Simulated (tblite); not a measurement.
Isomers of C6H11O (doublet state). Level: GFN2-xTB in tblite, geometry and Hessian alike; calculated harmonic values, unscaled, isolated species. Errors from tens to a few hundred cm⁻¹ against measured bands are possible. One conformer each. Open shells enter through the occupations alone, without spin polarisation, and single modes of such species can be off by tens of per cent.

Electronic energies: GFN2-xTB at the same geometries; isomer energies are rough at this level and their order can be wrong.

| SMILES | electronic energy, lowest = 0 (kJ/mol) |
| --- | --- |
| C[CH][C@H]1CCCO1 | 0.0 |
| [CH2][C@H](O)C(=C)CC | 119.3 |
| C=[C]C[C@H](O)CC | 134.0 |
| [CH2]C[C@H](O)CC=C | 130.3 |

Question: How do GFN2-xTB zero-point energies change the relative energies?

Answer: 
| SMILES | ZPE (kJ/mol) | of it from modes above 1550 cm⁻¹ | electronic (kJ/mol) | with ZPE, lowest = 0 (kJ/mol) | lowest mode (cm⁻¹) | rings |
| --- | --- | --- | --- | --- | --- | --- |
| C[CH][C@H]1CCCO1 | 405.9 | 195.2 | 0.0 | 0.0 | 19i | 1 |
| [CH2][C@H](O)C(=C)CC | 396.8 | 213.9 | 119.3 | 110.2 | 59 | 0 |
| [CH2]C[C@H](O)CC=C | 397.1 | 213.0 | 130.3 | 121.5 | 62 | 0 |
| C=[C]C[C@H](O)CC | 398.3 | 209.2 | 134.0 | 126.4 | 5i | 0 |

The zero-point energies span 9.1 kJ/mol, from `[CH2][C@H](O)C(=C)CC` to `C[CH][C@H]1CCCO1`. Slightly imaginary modes are left out of the zero-point energy: `C[CH][C@H]1CCCO1` 19.3i cm⁻¹ and `C=[C]C[C@H](O)CC` 5.0i cm⁻¹. The order is unchanged.
